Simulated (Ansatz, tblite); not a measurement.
Isomers of Si₂Au₂ (singlet), found by a short tight-binding search and relaxed with r2SCAN-D4/def2-SVP in Ansatz.

In the def2 sets Au takes a core potential; there is no spin–orbit coupling. The xTB rows come from tblite.

Run but left out: HF/def2-TZVP, MP2/def2-TZVP, CCSD/def2-TZVP, CCSD(T)/def2-TZVP (B: restricted singlet, unstable towards broken spin symmetry); PBE-QIDH/def2-TZVP (B: restricted singlet, unstable in another Hartree–Fock run and untested here).

B: The restricted singlet is unstable towards broken spin symmetry in Hartree–Fock (as tested in another run); at PBE-D4/def2-TZVP, r2SCAN-D4/def2-TZVP, PBE0-D4/def2-TZVP this wasn't settled.

Other spin states were run for one of them alone.

A:

Cartesian coordinates in Å:
```
Au 0.321 1.729 0.248
Au -1.174 -1.105 0.743
Si 1.211 -0.578 0.348
Si -0.358 -0.045 -1.339
```

B:

```xyz
4

Au   -1.384   -0.858   -0.902
Au    1.068   -0.415    2.333
Si    0.404    0.243    0.275
Si   -0.088    1.030   -1.707
```

**Question.** Estimate which lies lowest at each level, and how far above it the others are (eV).

**Answer.** 
```tsv
level	A	B
GFN1-xTB	0.00	0.01
GFN2-xTB	0.15	0.00
PBE-D4/def2-TZVP	0.00	0.44
r2SCAN-D4/def2-TZVP	0.00	0.39
PBE0-D4/def2-TZVP	0.00	0.49
```
Point groups (tolerance 0.1 Å): A not assigned, B Cs. Lower isomers may exist.
